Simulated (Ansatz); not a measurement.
Reaction (formal exchange of groups at the Se–C bond): `C[Se]C[SiH3]` + `[Cl][AlH][Cl]` → `C[Se][Al]([Cl])[Cl]` + `C[SiH3]`

Program: Ansatz. Geometries: PBE0-D4/def2-TZVP. ΔE: electronic, gas phase. CCSD(T)/CBS adds triple-zeta CCSD(T) − MP2 to the extrapolated MP2 energy (def2 sets, frozen cores). This one scheme is used for every species. DFT in def2-TZVPP. For Se outer-core shells are correlated without core-valence functions, which leaves a few kJ/mol of doubt a bond. Scalar relativity is left out up to krypton. One conformer a species, not always the lowest.

CCSD(T)/CBS gives -160.4 kJ/mol.

(1) Another level gave -157.0 kJ/mol. Which?
A. CCSD/def2-TZVPP
B. RPA@PBE/def2-TZVPP
C. HF/def2-TZVPP
D. r2SCAN-D4/def2-TZVPP

Largest T1 diagnostic among the species: 0.010.

Results:

(1) A. CCSD/def2-TZVPP -157.0, HF/def2-TZVPP -162.3, r2SCAN-D4 -166.7, RPA@PBE/def2-TZVPP -148.4 kJ/mol.

Leaving LDA and LC-ωPBE aside and taking each functional with its dispersion term where it has one, the values, not all of them listed here, spread over 11.7 kJ/mol, from r2SCAN0-D4 to B97M-V. From BLYP to BHLYP (50 % exact exchange), in def2-TZVPP and without D4, ΔE moves by −6.1 kJ/mol.

CCSD(T)/CBS has its own doubt, a few kJ/mol and more with outer-core shells, so smaller differences from it don't rank the levels.
